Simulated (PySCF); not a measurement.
This PySCF input asks for the NMR shieldings of `InChI=1S/C5H10FN3Si/c1-4-8-3-5(6)9(4)10-7-2/h3,7H,10H2,1-2H3`; the geometry comes from GFN2-xTB.

```python
import basis_set_exchange as bse
import numpy as np
from pyscf import gto, dft
from pyscf.prop import nmr

atoms = """
C     3.107044   -0.380309    0.502718
N     1.698321   -0.068743    0.527143
Si    0.858998    0.575535   -0.813814
N    -0.821431    0.635480   -0.298066
C    -1.610710    1.750292   -0.276096
F    -1.096999    2.946307   -0.583654
C    -2.870688    1.399615    0.078357
N    -2.887429    0.048042    0.279814
C    -1.678972   -0.377529    0.051376
C    -1.261370   -1.796775    0.159990
H     3.297738   -1.406582    0.172794
H     3.541598   -0.247843    1.494735
H     3.603202    0.295642   -0.188755
H     1.201113   -0.602645    1.224005
H     0.841424   -0.231386   -2.045824
H     1.315737    1.935427   -1.064714
H    -3.747151    2.000450    0.198662
H    -0.602478   -2.069860   -0.661338
H    -0.741071   -1.976429    1.100918
H    -2.152025   -2.418011    0.138713
"""
names = dict.fromkeys(["C", "N", "Si", "F", "H"], "pcSseg-1")
basis = {el: gto.basis.parse(bse.get_basis(n, elements=[el], fmt="nwchem")) for el, n in names.items()}
mol = gto.M(atom=atoms, basis=basis, charge=0, verbose=0)
mf = dft.RKS(mol, xc="PBE0")
mf.grids.level = 2
mf.grids.alignment = dft.numint.BLKSIZE   # the property module wants whole blocks of grid points
mf.conv_tol = 1e-9
mf.kernel()

calc = nmr.RKS(mf)   # GIAO
C = mf.mo_coeff
Co = C[:, mf.mo_occ > 0]
resp = mf.gen_response(singlet=True, hermi=2)
def vind(x):   # induced exchange potential for any number of trial vectors
    d = np.einsum("pi,xij,qj->xpq", C, 2 * x.reshape(-1, C.shape[1], Co.shape[1]), Co, optimize=True)
    return np.einsum("xpq,pi,qj->xij", resp(d - d.transpose(0, 2, 1)), C, Co, optimize=True).ravel()
mo1, _ = nmr.rhf.solve_mo1(calc, with_cphf=vind)
sigma = calc.kernel(mo1)
for i, s in enumerate(sigma):   # ppm
    w = np.linalg.eigvalsh((s + s.T) / 2)
    print("%2d %-2s iso %8.1f  s11 %8.1f  s22 %8.1f  s33 %8.1f" % (i, mol.atom_pure_symbol(i), w.mean(), *w))
```

Problem. Give the expected output.

Solution. 
```
 0 C  iso    157.8  s11    132.5  s22    153.0  s33    187.8
 1 N  iso    251.9  s11    209.9  s22    252.1  s33    293.6
 2 Si iso    393.6  s11    350.9  s22    392.7  s33    437.1
 3 N  iso     91.6  s11     24.1  s22     74.2  s33    176.5
 4 C  iso     27.6  s11    -34.2  s22     53.6  s33     63.5
 5 F  iso    325.0  s11    262.3  s22    317.4  s33    395.2
 6 C  iso     74.9  s11     25.7  s22     66.1  s33    132.8
 7 N  iso    -38.8  s11   -244.4  s22    -93.5  s33    221.6
 8 C  iso     46.3  s11    -33.2  s22     64.0  s33    108.1
 9 C  iso    168.3  s11    154.9  s22    162.2  s33    187.9
10 H  iso     28.8  s11     22.9  s22     27.2  s33     36.2
11 H  iso     28.7  s11     23.5  s22     26.4  s33     36.3
12 H  iso     29.3  s11     24.9  s22     27.3  s33     35.5
13 H  iso     31.6  s11     21.2  s22     32.4  s33     41.2
14 H  iso     26.3  s11     23.6  s22     24.1  s33     31.2
15 H  iso     26.3  s11     22.4  s22     25.2  s33     31.3
16 H  iso     25.1  s11     22.1  s22     25.3  s33     28.0
17 H  iso     29.6  s11     24.8  s22     29.9  s33     34.1
18 H  iso     29.5  s11     25.0  s22     28.6  s33     34.9
19 H  iso     28.9  s11     23.8  s22     27.5  s33     35.4
```

These numbers come from an equivalent density-fitted implementation of the same equations, which agrees with the script to about 0.01 ppm for H and up to a few tenths of a ppm for heavy atoms, so last digits may differ.

Problem. Turn these shieldings into chemical shifts. References, each an isolated molecule treated in the same way: $^{13}$C (σ = 186.93 ppm), $^{29}$Si (σ = 349.16 ppm), $^{1}$H (σ = 31.72 ppm) against TMS; $^{15}$N (σ = 267.73 ppm) against NH3; $^{19}$F (σ = 170.95 ppm) against CFCl3.

Solution. Averaging equivalent atoms: C 4: 159.3; C 8: 140.6; C 6: 112.1; C 0: 29.2; C 9: 18.6; N 7: 306.5; N 3: 176.1; N 1: 15.9; Si 2: -44.4; F 5: -154.0; H 16: 6.59; H 14/15: 5.41; H 10/11/12: 2.79; H 17/18/19: 2.39; H 13: 0.09 ppm. Unscaled 19F shifts against computed CFCl3 carry errors that often reach 10 to 50 ppm. Experimental scales use liquid or dissolved standards, which lie at an offset from isolated NH3 (liquid NH3: subtract about 20 ppm). Unscaled 15N shifts of sp2 nitrogen come out 20 to 40 ppm too high even then.

Size and cost of the density-fitted run: 227 basis functions, 45 s wall time on 1 thread of an Arm Neoverse V1, shared host; peak memory 1 GiB.
